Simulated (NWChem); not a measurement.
Molecule: GeH4Se; SMILES [SeH][GeH3]

This build's default masses of Se (78.918 u) and Br (79.917 u) are each other's, which moves their modes by up to 0.6 %.

Task: Give the equilibrium geometry at PBE0/def2-SVP (NWChem) as a list of bonds and angles, with the point group.

Result: point group C1; any orientation.
Bonded distances (Å): Ge1–Se2 2.358, Ge1–H3 1.539, Ge1–H4 1.536, Ge1–H5 1.539, Se2–H6 1.471. Bond angles (°): Se2–Ge1–H3 110.7, Se2–Ge1–H4 104.8, Se2–Ge1–H5 110.8, H3–Ge1–H4 110.4, H3–Ge1–H5 109.8, H4–Ge1–H5 110.3, Ge1–Se2–H6 93.2.
